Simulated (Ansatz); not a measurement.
A structure relaxed at PBE0-D4/def2-TZVP, charge 0, multiplicity 1:

```xyz
9

B    -0.030   -1.757    1.332
Ga   -0.846   -0.158    0.326
Si    0.482    1.292   -1.091
H     0.051   -2.845    0.836
H     0.438   -1.645    2.430
H    -2.373    0.225    0.408
H    -0.045    1.267   -2.486
H     1.923    0.921   -1.148
H     0.399    2.700   -0.607
```

**Question.** Give its formula and SMILES.

**Answer.** BGaH6Si, `[BH2][GaH][SiH3]`.

**Question.** Point group (tolerance 0.08 Å, 0.16 Å for H)?

**Answer.** Cs.

**Question.** Summarise the bond lengths by kind.

**Answer.** 1 × B–Ga 2.058 Å; 2 × B–H 1.199 Å; 1 × Ga–Si 2.424 Å; 1 × Ga–H 1.576 Å; 3 × H–Si 1.489 to 1.491 Å.

Results of the Gaussian-basis code of Ansatz.
